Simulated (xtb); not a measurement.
C5H5FSi, SMILES C#C[Si](C)(F)C#C. All values are semi-empirical tight-binding results from xtb (GFN2-xTB unless named), good for trends rather than for accurate numbers. The structure is a stationary point at GFN2-xTB.

Computed properties:
The point group as xtb finds it is Cs, the orbital gap is 5.06 eV and the dipole moment is 2.02 D. The zero-point energy is 48.3 kcal/mol and the G − E(el) at 298.15 K (modified RRHO) is 26.4 kcal/mol. The static polarisability (D4 model) is 81.7 bohr³ and the solvation energy, GFN2-xTB/ALPB(water) comes out as -2.0 kcal/mol. The solvation energy, GFN2-xTB/ALPB(hexane) comes out as -5.9 kcal/mol.
